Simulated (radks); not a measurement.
Ge4-, configuration [Kr].

Calculated with a radial shooting solver on a logarithmic mesh with Libxc functionals: scalar-relativistic Kohn-Sham, LDA (Slater exchange, VWN5 correlation), spin-polarised, spherical densities, point nucleus; Watson sphere of charge +4 and radius 2.29 bohr.

Energy parts (eV; the electron-nucleus part includes the sphere):
total: -58635.224
kinetic: 58132.273
electron-nucleus: -140770.802
Hartree: 26128.136
exchange-correlation: -2124.831

Orbitals (lengths in bohr, moments of r in powers of bohr; <r^-3> diverges for s and p1/2; r(90%) holds 90 % of the orbital's charge):
| orbital | occ. | eigenvalue (eV) | r(90%) | <r^-3> | <r^4> | <r^2> |
|---|---|---|---|---|---|---|
| 1s | 2 | -10939.69 | 0.0841 | - | 0.00002286 | 0.002981 |
| 2s | 2 | -1368.853 | 0.326 | - | 0.004724 | 0.05222 |
| 2p | 6 | -1197.356 | 0.300 | 992.7 | 0.003457 | 0.04145 |
| 3s | 2 | -167.3162 | 0.937 | - | 0.3317 | 0.4522 |
| 3p | 6 | -114.9838 | 0.999 | 134.8 | 0.4330 | 0.4966 |
| 3d | 10 | -29.4303 | 1.29 | 13.96 | 1.431 | 0.7372 |
| 4s | 2 | -15.4846 | 3.12 | - | 40.49 | 5.064 |
| 4p | 6 | -7.4698 | 3.87 | 6.855 | 96.90 | 7.634 |

The highest occupied level is 4p at -7.470 eV. Summed over all electrons, <r^2> = 67.55 bohr^2, which gives a Langevin (diamagnetic) susceptibility term of -53.5 x 10^-6 cm^3/mol. The density falls to 0.001 e/bohr^3 at r = 4.73 bohr.
